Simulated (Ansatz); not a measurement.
The cluster Li₉O₅, relaxed as a doublet with UKS PBE-D4/def2-SVP in Ansatz, starting from the GFN2-xTB geometry. Force threshold 0.02 eV/Å.

The relaxation made no stability test and no search for a lower SCF solution. Another isomer (doublet) lies 0.50 eV lower at PBE0-D4/def2-TZVP; other spin states weren't run for this one.

Start:

Cartesian coordinates in Å:
```
Li -3.299 0.928 0.785
Li 1.701 0.762 1.666
Li -0.563 -0.399 1.772
Li 0.261 -1.016 -2.383
Li 1.110 -0.280 -0.263
Li 1.144 1.770 -1.521
Li -1.204 -0.690 -0.698
Li 0.738 -2.302 0.716
Li -0.521 1.452 -0.040
O 0.181 -1.906 -0.873
O -1.806 0.346 0.731
O -0.138 0.589 -1.776
O 1.304 1.621 0.219
O 1.092 -0.876 1.665
```

Estimate the energy that the relaxation releases and the steps that it takes.

16.6 kJ/mol, in 6 steps; 22 s on 4 threads of Arm Neoverse V2 on a shared host. No frequencies were taken in this run, so the end may be a saddle point.

Does the start keep its bonding?

By distances, no bond broke or formed. The bond that changes most is Li3–O14, from 1.73 to 1.79 Å (atoms count from 1).

Predict the relaxed structure.


```xyz
14

Li   -3.413    0.820    0.974
Li    1.820    0.747    1.685
Li   -0.646   -0.350    1.810
Li    0.308   -1.062   -2.423
Li    1.045   -0.275   -0.218
Li    1.240    1.782   -1.543
Li   -1.243   -0.637   -0.773
Li    0.804   -2.354    0.724
Li   -0.543    1.497   -0.112
O     0.164   -1.923   -0.887
O    -1.846    0.393    0.686
O    -0.085    0.592   -1.824
O     1.332    1.640    0.216
O     1.063   -0.871    1.686
```
Bond lengths (bridged metal pairs left out): 21 × Li–O 1.65 to 2.15 Å.
